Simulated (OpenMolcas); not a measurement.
**Levels of Ga by method**

- Program: OpenMolcas
- Basis: ANO-RCC-VQZP [7s6p4d2f1g]
- Scalar Hamiltonian: DKH2, point nucleus
- Active space: 3 electrons in 4 orbitals (4s 4p)
- State averaging: 2S+1 = 4 odd, 1 root (0 in the spin-orbit step); 2S+1 = 2 odd, 3 roots; 2S+1 = 4 even, 3 roots; 2S+1 = 2 even, 5 roots (0 in the spin-orbit step)
- Spin-orbit coupling: RASSI with atomic mean-field integrals over the reference wave functions, term energies averaged over their components

Methods on the same reference wave functions:
A. CASSCF
B. SS-CASPT2, IPEA 0.25 Eh, imaginary shift 0.1 Eh (closed shells correlated: 3d)

Energies in cm-1 above 4s2 4p 2P* 1/2, the measured ground level; measured values from NIST Handbook of Basic Atomic Spectroscopic Data.

```csv
Level,A,B,Measured
4s2 4p 2P* 1/2,0.0,0.0,0.0
4s2 4p 2P* 3/2,794,794,826
4s 4p2 4P 1/2,30039,36394,
4s 4p2 4P 3/2,30331,36686,
4s 4p2 4P 5/2,30819,37173,
```

The lowest spin-free term lies below A's lowest term by 0.478 hartree in B.

Some high roots are left out of the spin-orbit mixing, which shifts the levels that they would mix with. Terms of s pⁿ other than that of highest spin mix with s² pⁿ⁻² d, which this space lacks; all of them can be thousands of cm-1 off, and some have no real level of that name. Without dynamic correlation excited terms often stand tens of per cent too high (terms of higher spin than the ground term too low), and those without a measured partner can miss by more than the paired ones (holds for A). Only configurations of the active space appear.

* marks odd parity.
